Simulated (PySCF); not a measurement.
Spin states and ions at one geometry of PbF4

PySCF 2.14.0, RKS r2SCAN, Pb def2-SVP with ECP60, F def2-SVP; non-relativistic Hamiltonian with scalar-relativistic core potentials where named; density fitting; no spin-orbit coupling; singlets restricted, open shells unrestricted. The geometry is relaxed for charge 0, singlet, vacuum:

```xyz
5

Pb    0.0000    0.0000    0.0000
F     1.5739    0.0000    1.2581
F     0.0000    1.5739   -1.2581
F    -1.5739    0.0000    1.2581
F     0.0000   -1.5739   -1.2581
```

Energies count from the relaxed state; an electron taken off or put on is at rest in vacuum. Charges and spins are Mulliken's.

```csv
state,energy (eV),spin squared,charge on Pb1 (e),spin on Pb1 (e),dipole about the centre of mass (D)
"charge 0, singlet, vacuum",0.00,0.00,1.47,0.00,0.00
"charge -1, doublet, vacuum",-3.03,0.75,0.98,0.47,0.00
```

Task: What does the state charge 0, triplet, vacuum give?

Result: energy (eV) 3.34, spin squared 2.01, charge on Pb1 (e) 1.20, spin on Pb1 (e) 0.44, dipole about the centre of mass (D) 0.11.

With an electron put on (doublet) the charges change, summed by element, by Pb -0.49 e, F -0.51 e. The vertical electron affinity is 3.03 eV, against −ε(LUMO) = 6.38 eV of the relaxed state. The basis has no diffuse functions, which an added electron needs. The added electron's level lies above zero.

Open shells may have lower solutions than those found. Hard to converge, so the more doubtful: charge 0, triplet, vacuum.

No frequency check is given that shows the relaxed geometry to be a minimum.
